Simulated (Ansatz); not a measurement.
Cr₂F₆, relaxed as a singlet with RKS B3LYP-D4/def2-SVP in Ansatz, starting from the GFN2-xTB geometry. Force threshold 0.02 eV/Å.

The restricted singlet is unstable towards broken spin symmetry in Hartree–Fock (as tested in another run); at B3LYP-D4/def2-SVP this wasn't settled. The structure comes from a short search, and lower isomers may exist.

Start:

```xyz
8

Cr    0.144    1.152   -0.181
Cr   -0.114   -1.079    0.447
F     1.424    0.968   -1.169
F    -1.258    1.367   -1.275
F     1.038   -1.894   -0.656
F     0.783   -0.940    1.816
F    -1.580   -1.334   -0.212
F    -0.437    1.760    1.229
```

(1) Estimate the energy that the relaxation releases and the steps that it takes.

(2) Does the start keep its bonding and symmetry?

(3) Predict the relaxed structure.

Answers

(1) 1.68 eV, in 10 steps; 33 s on 4 threads of Arm Neoverse V2 on a shared host. No frequencies were taken in this run, so the end may be a saddle point.

(2) By distances, no bond broke or formed. The bond that changes most is Cr1–Cr2, from 2.33 to 1.85 Å (atoms count from 1). Point group C2 at the start, D3 at the end, both within 0.05 Å.

(3) 
| atom | x (Å) | y (Å) | z (Å) |
| --- | --- | --- | --- |
| Cr1 | 0.0276 | 0.8926 | -0.2432 |
| Cr2 | -0.0276 | -0.8926 | 0.2431 |
| F3 | 1.6941 | 1.1180 | -0.5087 |
| F4 | -0.9611 | 0.8951 | -1.6291 |
| F5 | 0.6494 | -1.6370 | -1.1302 |
| F6 | 0.9352 | -0.8891 | 1.6472 |
| F7 | -1.6976 | -1.1263 | 0.4779 |
| F8 | -0.6200 | 1.6394 | 1.1430 |
Bond lengths (bridged metal pairs left out): 6 × Cr–F 1.70 Å; 1 × Cr–Cr 1.85 Å.
